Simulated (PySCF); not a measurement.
# Worked example: entropy of an ideal gas

C3H3N2, SMILES [nH]1[c]cnc1, multiplicity 2.

Geometry: r2SCAN-D4/def2-SVP. The isomer is the one that the SMILES or the coordinates give; other isomers of the formula were not compared.

r2SCAN-D4/def2-SVP (PySCF) gives the harmonic wavenumbers 508, 589, 687, 775, 817, 856, 931, 1077, 1115, 1187, 1242, 1338, 1420, 1453, 1530, 3246, 3274, 3641 cm⁻¹ and the rotational temperatures 0.5212, 0.4482, 0.2410 K. The molar mass is 67.07 g/mol, the symmetry number 1, the spin multiplicity 2.

Work out the entropy at 298.15 K and 1 atm in the rigid-rotor, harmonic-oscillator model.


Translation (Sackur–Tetrode at 1 atm): S = R[1.5 ln M + 2.5 ln T − 1.16487] = 161.2 J/(mol K).
Rotation: q = (√π/σ) T^1.5/√(θA θB θC) = 38500, S = R[ln q + 3/2] = 100.3 J/(mol K).
Vibration: with u = 1.4388 ν/T, each mode gives R[u/(e^u − 1) − ln(1 − e^−u)]:
| ν (cm⁻¹) | modes | u | S (J/(mol K)) |
|---|---|---|---|
| 508 | 1 | 2.45 | 2.67 |
| 589 | 1 | 2.84 | 1.96 |
| 687 | 1 | 3.32 | 1.35 |
| 775 | 1 | 3.74 | 0.96 |
| 817 | 1 | 3.94 | 0.81 |
| 856 | 1 | 4.13 | 0.70 |
| 931 | 1 | 4.49 | 0.52 |
| 1077 | 1 | 5.20 | 0.29 |
| 1115 | 1 | 5.38 | 0.25 |
| 1187 | 1 | 5.73 | 0.18 |
| 1242 | 1 | 5.99 | 0.15 |
| 1338 | 1 | 6.46 | 0.10 |
| 1420 | 1 | 6.85 | 0.07 |
| 1453 | 1 | 7.01 | 0.06 |
| 1530 | 1 | 7.38 | 0.04 |
The stiffer modes add less than 0.005 each. Sum 10.1 J/(mol K).
Spin: R ln 2 = 5.8 J/(mol K).
Total 277.3 J/(mol K); the program's own thermochemistry gives 277.3. Translation makes up 58 % and vibration 4 %. Anharmonicity, hindered rotation and orbital degeneracy are left out.
